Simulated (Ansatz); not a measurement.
Gas-phase electronic energies from Ansatz, PBE0-D4/def2-TZVP geometries. CCSD(T)/CBS adds triple-zeta CCSD(T) − MP2 to the extrapolated MP2 energy (def2 sets, frozen cores). One conformer a species, not always the lowest.

Reaction (formal exchange of groups at the Si–O bond): `[SiH3][O][Al]([O][SiH3])[O][SiH3]` + `F[CH2][AlH][SiH3]` → `F[CH]([SiH3])[AlH][SiH3]` + `[OH][Al]([O][SiH3])[O][SiH3]`

`[SiH3][O][Al]([O][SiH3])[O][SiH3]`:

Z-matrix (Å, degrees):
```
Si
O 1 1.624
H 1 1.487 2 109.7
H 1 1.487 2 109.7 3 -119.8
H 1 1.488 2 110.6 3 120.1
Al 2 1.669 1 167.9 3 -110.8
O 6 1.669 2 120.0 1 -179.5
O 6 1.668 2 120.0 1 0.5
Si 7 1.624 6 167.0 2 0.3
Si 8 1.624 6 168.3 2 -178.9
H 9 1.488 7 110.7 6 3.9
H 9 1.486 7 109.7 6 124.0
H 9 1.487 7 109.7 6 -116.2
H 10 1.488 8 110.6 6 8.1
H 10 1.487 8 109.7 6 -112.0
H 10 1.486 8 109.8 6 128.2
```

`F[CH2][AlH][SiH3]`:

Z-matrix (Å, degrees):
```
C
Al 1 1.984
F 1 1.400 2 111.4
H 1 1.098 2 112.0 3 120.7
H 1 1.098 2 112.0 3 -120.7
Si 2 2.454 1 118.8 3 0.0
H 2 1.592 1 116.8 3 -180.0
H 6 1.491 2 110.5 1 59.2
H 6 1.490 2 112.8 1 179.8
H 6 1.491 2 110.5 1 -59.6
```

`F[CH]([SiH3])[AlH][SiH3]`:

```xyz
13

F     1.045    1.873   -1.827
C     0.401    0.768   -1.234
Si   -1.365    1.246   -0.757
Al    1.423    0.045    0.301
Si    0.413   -1.875    1.455
H     0.314   -0.018   -2.000
H    -2.107    1.836   -1.900
H    -2.047    0.005   -0.294
H    -1.350    2.224    0.365
H     2.768    0.755    0.747
H     1.409   -2.719    2.173
H    -0.331   -2.753    0.507
H    -0.573   -1.388    2.465
```

`[OH][Al]([O][SiH3])[O][SiH3]`:

Cartesian coordinates in Å:
```
O -2.332 0.734 1.091
Al -0.843 0.234 0.481
O -0.460 0.613 -1.099
Si -0.390 1.130 -2.636
O 0.236 -0.625 1.431
Si 1.562 -1.435 1.909
H -2.607 0.546 1.987
H 0.827 0.586 -3.294
H -0.335 2.615 -2.676
H -1.587 0.673 -3.391
H 1.180 -2.800 2.358
H 2.543 -1.553 0.796
H 2.206 -0.718 3.041
```

| species | CCSD(T)/CBS(def2) energy (Eh) |
| --- | --- |
| `[SiH3][O][Al]([O][SiH3])[O][SiH3]` | -1340.49154 |
| `F[CH2][AlH][SiH3]` | -672.50700 |
| `F[CH]([SiH3])[AlH][SiH3]` | -962.78427 |
| `[OH][Al]([O][SiH3])[O][SiH3]` | -1050.17055 |

Q: Work out ΔE.

A: ΔE = (-962.78427) + (-1050.17055) − (-1340.49154) − (-672.50700) = 0.04372 Eh = +1.19 eV.

Largest T1 diagnostic among the species: 0.013.

In def2-TZVPP, CCSD(T) changes the Hartree–Fock value by −0.35 eV (the triples alone add −0.06 eV) and MP2 by −0.33 eV. From PBE to PBE0 (25 % exact exchange), in def2-TZVPP and without D4, ΔE moves by +0.10 eV. The D4 term adds −0.05 eV with B3LYP and −0.03 eV with PBE0; it sums over pairs of atoms, weighted by their polarisabilities, and B3LYP, whose exchange is more repulsive, gets the larger term.

B3LYP here is the variant with VWN-RPA as its local correlation; programs differ in this.
